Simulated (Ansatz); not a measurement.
Relaxation of GaH4N (6 atoms, charge 0, multiplicity 1), to a largest force component of 0.03 eV/Å in at most 50 steps.

All numbers below come from RKS r2SCAN-D4/def2-SVP in Ansatz 0.2.0.

```xyz
6
Properties=species:S:1:pos:R:3
Ga 0.362 0.024 -0.022
N 0.971 -0.049 1.742
H 0.489 -0.108 2.634
H 1.972 0.040 1.867
H 1.860 0.174 -0.381
H -1.090 -0.081 -0.518
```

Problem. Where does it end, and by what steps?

Solution. The forces met the threshold. After 5 steps the energy has fallen by 0.507 eV; H5 moved furthest, 0.57 Å.

| step | energy less start (eV) | largest force component (eV/Å) | accepted |
| --- | --- | --- | --- |
| 0 | 0.0000 | 1.566 | yes |
| 1 | -0.3108 | 0.846 | yes |
| 2 | -0.4416 | 0.417 | yes |
| 3 | -0.4837 | 0.392 | yes |
| 4 | -0.5069 | 0.066 | yes |
| 5 | -0.5070 | 0.010 | yes |

```xyz
6
Properties=species:S:1:pos:R:3
Ga 0.563 0.032 0.045
N 0.976 -0.035 1.806
H 0.295 -0.136 2.551
H 1.919 0.023 2.176
H 1.758 0.190 -0.940
H -0.948 -0.074 -0.315
```

The run took 16 s on 1 thread of Arm Neoverse V2, on a shared host, peak memory 0.12 GiB.
